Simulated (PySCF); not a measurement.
## Adding and removing an electron: KB

UHF-CCSD(T); K x2c-SVPall, B x2c-SVPall; spin-free X2C with a Gaussian nucleus (PySCF 2.14). Neutral (UHF): triplet (σ ↑, π ↑), Re = 2.913 Å, ωe = 256 cm⁻¹, De = 0.52 eV.

KB⁺ (UHF): doublet (σ ↑), Re = 3.481 Å, ωe = 129 cm⁻¹, De = 0.30 eV to K⁺ + B. The energies at the minima are -625.99640 hartree for KB and -625.83652 for KB⁺.

Q: Work out the adiabatic ionisation energy, without and with harmonic zero-point energies (1 hartree = 27.2114 eV, 1 eV = 8065.5 cm⁻¹), and the change of the bond length.

A: At UHF-CCSD(T): 0.15988 hartree = 4.351 eV between the minima; the zero-point term (129.0 − 256.0)/2 cm⁻¹ = -0.008 eV makes it 4.343 eV. Re changes by +56.8 pm against the neutral. The electron leaves a π orbital, and the ion is left as a loose complex of an ion and an atom.

Correlated steps freeze 6 core orbitals. Weak bonds: KB⁺. Basis-set superposition, not corrected here, can be much of De in a small basis, most of all at correlated wavefunction levels. For an ion De counts to the pair picked by the measured ionisation energies or electron affinities, which need not be the lowest pair at this level. States were picked by a PBE0 search and need not be the measured ground states.
